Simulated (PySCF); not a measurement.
PySCF input (PBE/def2-SVPD):

```python
import numpy as np, basis_set_exchange as bse
from pyscf import gto, scf, dft, df
from pyscf.prop.polarizability import rks as pol

basis = {'B': gto.basis.parse(bse.get_basis('def2-SVPD', elements=['B'], fmt='nwchem')), 'F': gto.basis.parse(bse.get_basis('def2-SVPD', elements=['F'], fmt='nwchem')), 'O': gto.basis.parse(bse.get_basis('def2-SVPD', elements=['O'], fmt='nwchem'))}
mol = gto.M(
    atom='''
    F    -0.00000000   -0.00000000   -1.19889826
    B     0.00000000    0.00000000    0.08714772
    O     0.00000000    0.00000000    1.29429322
    ''',
    basis=basis,
    charge=0,
    verbose=4,
    max_memory=2160,
)
mf = dft.RKS(mol, xc='pbe')
mf.grids.level = 3
mf = mf.density_fit(auxbasis=df.autoaux(mol))
mf.conv_tol = 1e-9
mf.max_cycle = 100
print('smallest overlap eigenvalue', np.linalg.eigvalsh(mol.intor('int1e_ovlp'))[0])
mf.kernel()
dip = mf.dip_moment()
p = pol.Polarizability(mf)
p.max_cycle_cphf = 60
alpha = p.polarizability()
print('polarisability/bohr^3', alpha.trace() / 3)
```

Output:

```
PySCF version 2.14.0

[INPUT] verbose = 4
[INPUT] num. atoms = 3
[INPUT] num. electrons = 22
[INPUT] charge = 0
[INPUT] spin (= nelec alpha-beta = 2S) = 0
[INPUT] symmetry False subgroup None
[INPUT] Mole.unit = angstrom
[INPUT] Symbol           X                Y                Z      unit          X                Y                Z       unit  Magmom
[INPUT]  1 F      0.000000000000   0.000000000000  -1.198898260000 AA    0.000000000000   0.000000000000  -2.265589362618 Bohr   0.0
[INPUT]  2 B      0.000000000000   0.000000000000   0.087147720000 AA    0.000000000000   0.000000000000   0.164685323180 Bohr   0.0
[INPUT]  3 O      0.000000000000   0.000000000000   1.294293220000 AA    0.000000000000   0.000000000000   2.445859710681 Bohr   0.0

nuclear repulsion = 51.3331757879934
number of shells = 26
number of NR pGTOs = 96
number of NR cGTOs = 66
basis = {'B': [[0, [839.31830086, -0.0055929201074], [126.26464843, -0.041565520771], [28.620600763, -0.18299816983], [7.879372271, -0.46540391866], [2.4088857172, -0.44173884791]], [0, [0.25105109036, 1.0]], [0, [0.083648866069, 1.0]], [0, [0.042351565332, 1.0]], [1, [6.0332223619, -0.035603672456], [1.2499157866, -0.19895775769], [0.3387167635, -0.50850202618]], [1, [0.096415632351, 1.0]], [2, [0.5, 1.0]], [2, [0.074392443101, 1.0]]], 'F': [[0, [2894.832599, -0.0053408255515], [435.4193912, -0.039904258866], [98.843328866, -0.17912768038], [27.485198001, -0.46758090825], [8.5405498171, -0.4465313102]], [0, [1.0654578038, 1.0]], [0, [0.33247346748, 1.0]], [0, [0.098097752264, 1.0]], [1, [22.696633924, -0.045212874436], [4.9872339257, -0.23754317067], [1.3491613954, -0.51287353587]], [1, [0.34829881977, 1.0]], [1, [0.083372148304, 1.0]], [2, [1.4, 1.0]], [2, [0.22301361948, 1.0]]], 'O': [[0, [2266.1767785, -0.0053431809926], [340.87010191, -0.03989003923], [77.363135167, -0.17853911985], [21.47964494, -0.46427684959], [6.6589433124, -0.44309745172]], [0, [0.80975975668, 1.0]], [0, [0.25530772234, 1.0]], [0, [0.07657245325, 1.0]], [1, [17.721504317, 0.043394573193], [3.863550544, 0.23094120765], [1.0480920883, 0.51375311064]], [1, [0.27641544411, 1.0]], [1, [0.06900227635, 1.0]], [2, [1.2, 1.0]], [2, [0.17992024323, 1.0]]]}
ecp = {}
ETB for F: l = 0, exps = 0.166744296608 * 1.8^n , n = 0..15
ETB for F: l = 1, exps = 0.166744296608 * 1.8^n , n = 0..12
ETB for F: l = 2, exps = 0.166744296608 * 1.8^n , n = 0..11
ETB for F: l = 3, exps = 0.306385767784 * 2.2^n , n = 0..4
ETB for O: l = 0, exps = 0.1380045527 * 1.8^n , n = 0..15
ETB for O: l = 1, exps = 0.1380045527 * 1.8^n , n = 0..12
ETB for O: l = 2, exps = 0.1380045527 * 1.8^n , n = 0..11
ETB for O: l = 3, exps = 0.24892251958 * 2.2^n , n = 0..4
ETB for B: l = 0, exps = 0.084703130664 * 1.8^n , n = 0..14
ETB for B: l = 1, exps = 0.138767197683 * 1.8^n , n = 0..10
ETB for B: l = 2, exps = 0.11674400843300001 * 1.8^n , n = 0..10
ETB for B: l = 3, exps = 0.148784886202 * 2.2^n , n = 0..3
smallest overlap eigenvalue 0.00048230103786293076

******** <class 'pyscf.df.df_jk.DFRKS'> ********
method = DFRKS
initial guess = minao
damping factor = 0
level_shift factor = 0
DIIS = <class 'pyscf.scf.diis.CDIIS'>
diis_start_cycle = 1
diis_space = 8
diis_damp = 0
SCF conv_tol = 1e-09
SCF conv_tol_grad = None
SCF max_cycles = 100
direct_scf = False
XC library pyscf.dft.libxc version 7.1.2
    S. Lehtola, C. Steigemann, M. J. T. Oliveira, and M. A. L. Marques,  SoftwareX 7, 1–5 (2018)
XC functionals = pbe
    J. P. Perdew, K. Burke, and M. Ernzerhof,  Phys. Rev. Lett. 77, 3865 (1996)
    J. P. Perdew, K. Burke, and M. Ernzerhof,  Phys. Rev. Lett. 78, 1396 (1997)
    J. P. Perdew, K. Burke, and M. Ernzerhof,  Phys. Rev. Lett. 77, 3865 (1996)
    J. P. Perdew, K. Burke, and M. Ernzerhof,  Phys. Rev. Lett. 78, 1396 (1997)
radial grids:
    Treutler-Ahlrichs [JCP 102, 346 (1995); DOI:10.1063/1.469408] (M4) radial grids

becke partition: Becke, JCP 88, 2547 (1988); DOI:10.1063/1.454033
pruning grids: <function nwchem_prune>
grids dens level: 3
symmetrized grids: False
atomic radii adjust function: <function treutler_atomic_radii_adjust>
small_rho_cutoff = 0
Set gradient conv threshold to 3.16228e-05
Initial guess from minao.
tot grids = 42392
init E= -199.906971000126
  HOMO = -0.444948048249049  LUMO = -0.0696376341199456  gap/eV = 10.21272
cycle= 1 E= -199.484490868008  delta_E= 0.422  |g|= 0.923  |ddm|= 2.64
  HOMO = -0.157218938642043  LUMO = -0.0422450180796732  gap/eV = 3.12860
cycle= 2 E= -197.699182739983  delta_E= 1.79  |g|= 2.86  |ddm|= 3.18
  HOMO = -0.324488025292845  LUMO = -0.0433572447325634  gap/eV = 7.64996
cycle= 3 E= -199.623801164465  delta_E= -1.92  |g|= 0.421  |ddm|= 2.78
  HOMO = -0.321888267157232  LUMO = -0.0563528159672204  gap/eV = 7.22559
cycle= 4 E= -199.649374705905  delta_E= -0.0256  |g|= 0.209  |ddm|= 0.409
  HOMO = -0.326785590991049  LUMO = -0.0592270617224635  gap/eV = 7.28064
cycle= 5 E= -199.656188339407  delta_E= -0.00681  |g|= 0.029  |ddm|= 0.137
  HOMO = -0.32333651150708  LUMO = -0.0565392876524431  gap/eV = 7.25992
cycle= 6 E= -199.656391713049  delta_E= -0.000203  |g|= 0.00812  |ddm|= 0.0473
  HOMO = -0.324453341136118  LUMO = -0.0566980356651454  gap/eV = 7.28599
cycle= 7 E= -199.656406089746  delta_E= -1.44e-05  |g|= 0.00119  |ddm|= 0.00706
  HOMO = -0.324510294105898  LUMO = -0.0567101464147486  gap/eV = 7.28721
cycle= 8 E= -199.65640633296  delta_E= -2.43e-07  |g|= 0.000298  |ddm|= 0.000806
  HOMO = -0.324524843488872  LUMO = -0.0567098154092811  gap/eV = 7.28762
cycle= 9 E= -199.656406350264  delta_E= -1.73e-08  |g|= 5.6e-05  |ddm|= 0.00018
  HOMO = -0.324528521312473  LUMO = -0.0567092831268257  gap/eV = 7.28773
cycle= 10 E= -199.656406350897  delta_E= -6.32e-10  |g|= 2.3e-06  |ddm|= 3.88e-05
  HOMO = -0.324528939855522  LUMO = -0.0567093772728358  gap/eV = 7.28774
Extra cycle  E= -199.656406350894  delta_E= 2.36e-12  |g|= 4.46e-06  |ddm|= 5.72e-06
converged SCF energy = -199.656406350894
Dipole moment(X, Y, Z, Debye): -0.00000, -0.00000, -2.05566
Isotropic polarizability 17.4518802141
Polarizability anisotropy 8.22402276878
polarisability/bohr^3 17.451880214126152
```
